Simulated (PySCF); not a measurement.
## Peak assignment

Molfile (atoms numbered from 1):
```
C5H4F6
     RDKit          3D

 15 14  0  0  0  0  0  0  0  0999 V2000
   -1.6712    2.1894   -0.3704 F   0  0  0  0  0  0  0  0  0  0  0  0
   -0.5487    1.4726   -0.3032 C   0  0  0  0  0  0  0  0  0  0  0  0
   -0.5709    0.1838    0.0072 C   0  0  0  0  0  0  0  0  0  0  0  0
    0.6291   -0.7139    0.1126 C   0  0  0  0  0  0  0  0  0  0  0  0
    1.9552   -0.0388   -0.1729 C   0  0  0  0  0  0  0  0  0  0  0  0
    2.0244    0.4723   -1.4107 F   0  0  0  0  0  0  0  0  0  0  0  0
    2.2172    0.9706    0.6702 F   0  0  0  0  0  0  0  0  0  0  0  0
    2.9684   -0.9051   -0.0593 F   0  0  0  0  0  0  0  0  0  0  0  0
   -1.8759   -0.5211    0.2955 C   0  0  0  0  0  0  0  0  0  0  0  0
   -2.0461   -1.5629   -0.5559 F   0  0  0  0  0  0  0  0  0  0  0  0
   -1.8551   -1.0606    1.5395 F   0  0  0  0  0  0  0  0  0  0  0  0
    0.3231    2.0682   -0.5263 H   0  0  0  0  0  0  0  0  0  0  0  0
    0.6793   -1.1336    1.1234 H   0  0  0  0  0  0  0  0  0  0  0  0
    0.5204   -1.5478   -0.5897 H   0  0  0  0  0  0  0  0  0  0  0  0
   -2.7536    0.1348    0.2180 H   0  0  0  0  0  0  0  0  0  0  0  0
  1  2  1  0
  2  3  2  0
  3  4  1  0
  4  5  1  0
  5  6  1  0
  5  7  1  0
  5  8  1  0
  3  9  1  0
  9 10  1  0
  9 11  1  0
  2 12  1  0
  4 13  1  0
  4 14  1  0
  9 15  1  0
M  END
```

[PySCF 2.14: structure optimised with GFN2-xTB; σ from GIAO-PBE0/pcSseg-1; isolated molecule; non-relativistic; single conformer; rapidly exchanging positions averaged]

References, each an isolated molecule treated in the same way: TMS for 13C (σref 186.93) and 1H (σref 31.72).

Task: Assign these signals to the numbered atoms. 13C{1H} NMR (computed): δ 161.2, 134.9, 118.3, 115.3, 32.5.

Result: 
| δ (ppm) | atoms | environment | reason |
| --- | --- | --- | --- |
| 161.2 | C2 | alkene CH | the olefinic region |
| 134.9 | C5 | CF3 carbon | 3 electronegative neighbours deshield it |
| 118.3 | C3 | fully substituted alkene carbon | an sp2 carbon of a C=C bond |
| 115.3 | C9 | allylic sp3 CH bonded to 2 F | 2 electronegative neighbours deshield it |
| 32.5 | C4 | allylic sp3 CH2 | a saturated carbon with 2 carbon neighbours and no heteroatom attached |

Task: Assign these signals to the numbered atoms. 1H NMR (600 MHz, computed): δ 7.30 (m, 1H), 7.22 (m, 1H), 3.22 (m, 2H).

Result: 
7.30 → H12, hydrogen on an alkene CH: attached to an sp2 carbon and in the plane of the double bond
7.22 → H15, hydrogen on an allylic sp3 CH bonded to 2 F: its carbon carries F, hence the downfield position
3.22 → H13/H14, hydrogen on an allylic sp3 CH2

H12 and H15 lie closer than the usual error of such a calculation, so a measured spectrum could show them in the other order.

Splittings by 19F in the carbon and heteronuclear signals aren't shown, as no couplings were computed. Shifts are as computed. Against solution values, carbons near 30 ppm lie about +3 ppm off and those near 130 ppm about +5 ppm. Of 1211 compounds with measured shifts, 218 miss one by over three times the rms of a fit or turn the order of signals round; such compounds aren't used in these exercises. Multiplicities follow the n + 1 count of equivalent neighbours, as no J values were calculated; m marks all less simple cases, F and P coupling included.
